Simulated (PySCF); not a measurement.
Species: GeH2Me(nBu), C5H14Ge.
Bonds: Ge1–C4, Ge1–C8, C8–C9, C9–C10, C10–C11. Hydrogens: H2, H3 on Ge1; H5, H6, H7 on C4; H12, H13 on C8; H14, H15 on C9; H16, H17 on C10; H18, H19, H20 on C11.

Computed by this run: PySCF, PBE0-D3(BJ)/def2-SVP geometry optimisation, gas phase; density fitting, grid level 1; the optimiser is geomeTRIC in internal coordinates, started from a GFN2-xTB structure with every atom displaced at random (about 0.03 Å).

The end geometry, which sets the zero of energy:
```
atom  x, y, z in Å
Ge1     0.6734    1.8914    0.6970
H2      0.6859    1.9634    2.2419
H3      2.1429    1.8493    0.2179
C4     -0.2101    3.4752   -0.0325
H5      0.2959    4.3918    0.3028
H6     -1.2582    3.5182    0.2987
H7     -0.1927    3.4524   -1.1320
C8     -0.2402    0.2551    0.1207
C9      0.4066   -1.0283    0.6322
C10    -0.3159   -2.3110    0.2218
C11    -0.3220   -2.5777   -1.2759
H12    -1.2902    0.3174    0.4566
H13    -0.2678    0.2736   -0.9818
H14     1.4537   -1.0787    0.2812
H15     0.4657   -0.9933    1.7337
H16     0.1566   -3.1626    0.7403
H17    -1.3553   -2.2726    0.5946
H18    -0.8077   -3.5370   -1.5102
H19    -0.8621   -1.7949   -1.8308
H20     0.7040   -2.6178   -1.6770
```

Question: These geometries come from the run, each turned onto the end geometry. Order them by energy, lowest first.
A.
```
atom  x, y, z in Å
Ge1     0.6933    1.8779    0.6901
H2      0.6708    1.9485    2.2378
H3      2.1631    1.8901    0.1801
C4     -0.1822    3.4828   -0.0010
H5      0.2673    4.4175    0.3611
H6     -1.2349    3.4874    0.3234
H7     -0.2098    3.4710   -1.1018
C8     -0.2314    0.2659    0.0856
C9      0.4141   -1.0191    0.6170
C10    -0.3373   -2.3060    0.2297
C11    -0.3045   -2.6084   -1.2631
H12    -1.2797    0.3306    0.4397
H13    -0.3176    0.2547   -1.0110
H14     1.4444   -1.1036    0.2244
H15     0.4726   -0.9723    1.7139
H16     0.1169   -3.1450    0.7796
H17    -1.3858   -2.2048    0.5596
H18    -0.7860   -3.5740   -1.4797
H19    -0.8404   -1.8383   -1.8416
H20     0.7296   -2.6406   -1.6446
```
B.
```
atom  x, y, z in Å
Ge1     0.7319    1.8136    0.6939
H2      0.7034    1.9043    2.1805
H3      2.0512    1.8818    0.2137
C4     -0.1327    3.5155    0.0013
H5      0.2458    4.3896    0.3427
H6     -1.2806    3.5435    0.3315
H7     -0.1924    3.5260   -1.0741
C8     -0.1867    0.2551    0.0534
C9      0.4224   -1.0120    0.6561
C10    -0.3295   -2.3136    0.2492
C11    -0.3077   -2.6137   -1.2487
H12    -1.2593    0.2705    0.4115
H13    -0.3258    0.2606   -1.0513
H14     1.4024   -1.0782    0.2426
H15     0.4722   -0.9995    1.6896
H16     0.1254   -3.1026    0.7801
H17    -1.3555   -2.1904    0.5382
H18    -0.7754   -3.5485   -1.4636
H19    -0.8195   -1.8680   -1.8341
H20     0.6729   -2.6198   -1.6131
```
C.
```
atom  x, y, z in Å
Ge1     0.6851    1.8882    0.6872
H2      0.6785    1.9368    2.2331
H3      2.1575    1.8620    0.1977
C4     -0.2023    3.4836   -0.0120
H5      0.2789    4.4086    0.3410
H6     -1.2523    3.4998    0.3172
H7     -0.2018    3.4744   -1.1128
C8     -0.2347    0.2623    0.1009
C9      0.4115   -1.0219    0.6172
C10    -0.3322   -2.3025    0.2259
C11    -0.3106   -2.5992   -1.2671
H12    -1.2782    0.3303    0.4566
H13    -0.2931    0.2622   -0.9998
H14     1.4493   -1.0882    0.2409
H15     0.4800   -0.9752    1.7179
H16     0.1184   -3.1490    0.7721
H17    -1.3791   -2.2251    0.5702
H18    -0.7868   -3.5666   -1.4913
H19    -0.8491   -1.8306   -1.8448
H20     0.7235   -2.6358   -1.6508
```

Answer: C (0.006 eV), A (0.041 eV), B (1.061 eV).

In the order of the answer:

| step | E above end (eV) | largest force (eV/Å) | rms force component (eV/Å) | rms distance from end (Å) | rms bond change (Å) | bond most changed (Å) |
| --- | --- | --- | --- | --- | --- | --- |
| 2 | 0.006 | 0.16 | 0.051 | 0.034 | 0.002 | Ge1–H3 +0.006 |
| 1 | 0.041 | 0.62 | 0.167 | 0.048 | 0.005 | C9–C10 +0.011 |
| 0 | 1.061 | 5.63 | 1.469 | 0.075 | 0.058 | Ge1–H3 -0.141 |

What follows is the cost of the whole optimisation. The run took 3.7 min wall on an AMD EPYC with one thread, on a shared host, and the process peaked at 0.72 GiB of memory.
